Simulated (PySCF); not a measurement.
# Radial density of Be²⁺ (beryllium, charge +2)

TPSS, 1s2, closed-shell 1S. All numbers are calculated (PySCF 2.14, no relativity, point nucleus, in cc-pVTZ (4s3p2d1f, 30 functions)).

| r (bohr) | 4πr²ρ (e/bohr) |
| --- | --- |
| 0.00547 | 0.01229 |
| 0.00920 | 0.03385 |
| 0.0155 | 0.09087 |
| 0.0260 | 0.2367 |
| 0.0438 | 0.5812 |
| 0.0736 | 1.301 |
| 0.124 | 2.486 |
| 0.208 | 3.681 |
| 0.350 | 3.603 |
| 0.589 | 1.806 |
| 0.991 | 0.3037 |
| 1.67 | 0.008758 |
| 2.80 | 4.106e-05 |
